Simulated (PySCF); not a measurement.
C2H5Al. Atoms are numbered in the order given.

```xyz
8

Al    -0.0834     1.1721     0.0000
H     -1.6599     1.3682     0.0000
H      0.8992     2.4192     0.0000
C      0.5695    -0.6526     0.0000
C     -0.3035    -1.6650     0.0000
H      1.6270    -0.9168     0.0000
H      0.0003    -2.7106     0.0000
H     -1.3782    -1.4925     0.0000
```

The structure is a stationary point at PBE0-D3(BJ)/def2-TZVP.

Computed with PySCF with B3LYP/pcSseg-2.

GIAO shieldings, no solvent; atoms listed in one row are averaged. δ = σ(ref) − σ: ¹H against TMS (σ = 31.68 ppm); ¹³C against TMS (σ = 181.3 ppm), references at their B3LYP-D3(BJ)/def2-TZVP geometries, non-relativistic.

```tsv
nucleus	atoms	count	δ (ppm)
¹H	H7	1	7.19
¹H	H6	1	7.10
¹H	H8	1	6.66
¹H	H3	1	5.39
¹H	H2	1	5.20
¹³C	C4	1	159.7
¹³C	C5	1	159.2
```
